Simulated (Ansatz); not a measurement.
Reaction (redistribution): `CC(=O)[Te][SiH3]` + `OB(O)[O][GeH3]` → `OB(O)[Te][SiH3]` + `CC(=O)[O][GeH3]`

Gas-phase electronic energies from Ansatz, PBE0-D4/def2-TZVP geometries. CCSD(T)/CBS adds triple-zeta CCSD(T) − MP2 to the extrapolated MP2 energy (def2 sets, frozen cores). Functionals use def2-TZVPP. def2 core potentials past Kr. For Ge, Te outer-core shells are correlated without core-valence functions, which leaves a few kJ/mol of doubt a bond. Scalar relativity is left out up to krypton. One conformer a species, not always the lowest.

`CC(=O)[Te][SiH3]`:

Z-matrix (Å, degrees):
```
C
C 1 1.497
H 1 1.093 2 109.7
H 1 1.093 2 109.7 3 -118.1
H 1 1.091 2 109.5 3 120.9
O 2 1.189 1 125.1 3 -120.9
Te 2 2.189 1 117.0 3 59.1
Si 7 2.492 2 99.3 1 -0.0
H 8 1.484 7 106.0 2 180.0
H 8 1.486 7 111.5 2 -60.8
H 8 1.486 7 111.5 2 60.7
```

`OB(O)[O][GeH3]`:

Z-matrix (Å, degrees):
```
Ge
O 1 1.793
H 1 1.534 2 108.9
H 1 1.534 2 108.9 3 122.1
H 1 1.533 2 103.8 3 -118.9
B 2 1.358 1 123.6 3 -61.0
O 6 1.370 2 121.1 1 -180.0
O 6 1.370 2 119.9 1 0.0
H 7 0.959 6 111.6 2 -0.0
H 8 0.959 6 112.5 2 -180.0
```

`OB(O)[Te][SiH3]`:

Cartesian coordinates in Å:
```
O -1.435 -0.883 -0.006
B -0.946 -0.291 -1.123
O -1.558 -0.475 -2.316
Te 0.812 1.022 -1.207
Si 1.516 0.638 1.146
H -0.962 -0.661 0.802
H -2.340 -1.033 -2.241
H 1.989 1.910 1.744
H 0.341 0.159 1.936
H 2.584 -0.386 1.265
```

`CC(=O)[O][GeH3]`:

Z-matrix (Å, degrees):
```
C
C 1 1.497
H 1 1.092 2 109.6
H 1 1.087 2 110.0 3 121.2
H 1 1.092 2 109.6 3 -117.4
O 2 1.209 1 124.8 3 -120.7
O 2 1.328 1 113.2 3 59.3
Ge 7 1.834 2 112.9 1 -179.9
H 8 1.529 7 109.1 2 62.4
H 8 1.529 7 109.1 2 -62.4
H 8 1.534 7 100.1 2 180.0
```

| level | ΔE (kJ/mol) |
| --- | --- |
| B2PLYP | 45.6 |
| PBE0 | 33.6 |

(1) What does CCSD(T)/CBS give? (Best estimate.)

Largest T1 diagnostic among the species: 0.015.

Results:

(1) Computed: +45.0 kJ/mol. The listed levels differ from it by 0.6, -11.4 kJ/mol.

From PBE to PBE0 (25 % exact exchange), in def2-TZVPP and without D4, ΔE moves by −4.6 kJ/mol.
